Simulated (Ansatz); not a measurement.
System: Cl$_{2}$, net charge -1, doublet state. 
Geometry from a B3LYP-D3(BJ)/def2-TZVP (Ansatz, a first-principles code) optimisation:
```xyz
2

Cl     0.0000     0.0000    -1.3553
Cl     0.0000     0.0000     1.3553
```
Charge -1, spin multiplicity 2.

Basis-set convergence of Hartree-Fock and MP2 correlation energies (hartree) with Ansatz. Valence correlation only, unless marked. UHF or UKS for open shells. Spin-orbit coupling is left out. Non-relativistic.

| basis | functions | E(HF) | E(corr, MP2) |
|---|---|---|---|
| aug-cc-pV(D+d)Z | 64 | -919.05856 | -0.30818 |
| aug-cc-pV(T+d)Z | 110 | -919.08034 | -0.39557 |
| aug-cc-pV(Q+d)Z | 178 | -919.08638 | -0.43041 |

Extrapolating the two largest sets (X = 3 and 4) as X^-3: E(corr) = (64·(-0.43041) - 27·(-0.39557))/37 = -0.4558 Eh, an estimate of the basis-set limit. The largest set recovers 94.4 % of it, the smallest 67.6 %.
